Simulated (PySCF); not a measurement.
**Electron correlation in Xe⁺ (xenon, charge +1)**

[Kr] 4d10 5s2 5p4 6s1, 6s spin antiparallel (an excited configuration). Calculation: PySCF 2.14, in x2c-TZVPPall with one added diffuse shell each of s, p, d, f type (9s7p5d3f, 76 functions); scalar relativity by spin-free X2C-1e. Frozen: [Kr] 4d10; 7 electrons correlated.

MP2 pair energies summed by pair of shells (mhartree):

| pair | energy | share (%) |
| --- | --- | --- |
| 5s-5p | -37.52 | 37.7 |
| 5p-5p | -37.30 | 37.5 |
| 5p-6s | -15.20 | 15.3 |
| 5s-5s | -6.17 | 6.2 |
| 5s-6s | -3.23 | 3.3 |

Total MP2 correlation energy: -99.43 mhartree.

Same-spin part -23.31 and opposite-spin part -76.12 mhartree; SCS-MP2 scales them by 1/3 and 6/5 to -99.11 mhartree.
